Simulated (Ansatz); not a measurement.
Ideal-gas functions of `[F][InH2]` at 298.15 K and 1 bar, from an Ansatz frequency run at PBE0-D4/def2-TZVP.

Molar mass 135.83 g/mol, point group C2v (symmetry number 2), electronic degeneracy 1, moments of inertia 5.133, 64.202, 69.335 u Å². Harmonic wavenumbers (cm⁻¹, unscaled): 409, 541, 561, 600, 1879, 1892.

Use S(trans) = R[1.5 ln M + 2.5 ln T − 1.1517]; rotational temperatures θ = 24.2544 K / I; S(rot) = R[ln(√π/σ · √(T³/θAθBθC)) + 1.5]; for each mode x = 1.438777 ν̃/T, S = R[x/(eˣ − 1) − ln(1 − e⁻ˣ)] and H = RT x/(eˣ − 1); 1 cm⁻¹ = 0.0119627 kJ/mol; R = 8.31446 J/(mol·K).

Question: By hand: the entropy, in J/(mol·K).

Answer: Translation 170.1. Rotation: θ = 4.7252, 0.3778, 0.3498 K, giving 84.5. Vibration, mode by mode: 3.89, 2.36, 2.18, 1.88, 0.01, 0.01, in all 10.3. Electronic 0.0. Sum 264.9 J/(mol·K).

Question: By hand: H − E and G − E in kJ/mol, counted from the electronic energy.

Answer: Zero-point energy ½ × 5882 × 0.0119627 = 35.2; thermal vibration 2.2; translation, rotation and pV give 4 RT = 9.9. H − E = 47.3 kJ/mol, and G − E = 47.3 − 298.15 × 264.9/1000 = -31.7 kJ/mol.

Vibration gives 4 % of the entropy.
